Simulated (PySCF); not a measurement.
C3Si, SMILES [c+]12[C][c+]1[si-2]2 (connectivity only; charge and spin as stated), neutral, multiplicity 1. Geometry: r2SCAN-D4/def2-TZVP.

TDA-CAM-B3LYP/def2-SVPD run with PySCF 2.14.0 puts the lowest singlet excitations at 1.75, 3.47, 3.62, 4.11, 4.87, 5.51 eV.

**Question.** What are the lowest excitation roots from ADC(2)/aug-cc-pVDZ (PySCF)? (Estimate from the structure and the level; the computed values follow.)

**Answer.** 1.70, 3.48, 3.68, 4.01, 4.71, 5.41 eV. S1 differs by -0.04 eV (second minus first; roots are paired by order, and the bases may differ).
